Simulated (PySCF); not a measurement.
P: excitation energy

P [Ne] 3s2 3p3 (4S) → P [Ne] 3s1 3p3 3d1 (6D), as a difference of total energies. Computed with PySCF 2.14 in aug-cc-pVDZ-DK, with scalar relativity by spin-free X2C-1e. Correlated levels: valence: [Ne] frozen. The calculations carry no spin-orbit coupling.

| method | excitation energy (eV) |
| --- | --- |
| UHF | 13.413 |
| LDA | 15.389 |
| PBE | 15.184 |
| PBE0 | 15.088 |
| r2SCAN | 14.698 |
| LC-wPBE | 15.185 |
| B97-3 | 15.457 |
| TPSS | 15.232 |
| MP2 (valence) | 14.756 |
| SCS-MP2 (valence) | 14.993 |

Problem. How much does correlation contribute at MP2 (valence)?

Solution. 14.756 − (13.413) = 1.343 eV, measured against UHF.

The upper state lies above the first ionisation limit, but in LS coupling its spin forbids autoionisation to the ground ion.

The promoted electron is Rydberg-like, and one or two diffuse shells describe it only roughly, which tends to raise the upper state.

In the upper state the promoted electron has a positive orbital energy at LDA, PBE, PBE0, r2SCAN, B97-3, TPSS, so the basis confines it.
